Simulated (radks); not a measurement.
Problem. These are the eigenvalues of the occupied orbitals of an atom or ion with whole-number occupations (hartree). Calculated with a radial shooting solver on a logarithmic mesh with Libxc functionals: Dirac Kohn-Sham, LDA (Slater exchange, Perdew-Wang correlation), spin-unpolarised, spherical densities, point nucleus.

| orbital | eigenvalue |
|---|---|
| 1s1/2 | -7.04572 |
| 2s1/2 | -0.71333 |

Which element is it, and in what charge state? The configuration may be excited. Open shells, if any, fill j = l - 1/2 first.

Solution. Z = 5, boron, charge +1: B+ in [He] 2s2. The 1s level, -7.0457 hartree, gives Z - s = 3.8 by -(Z - s)^2/2, which with screening and relativity narrows Z to a few neighbours, and the depths must fix Z and the occupations together.
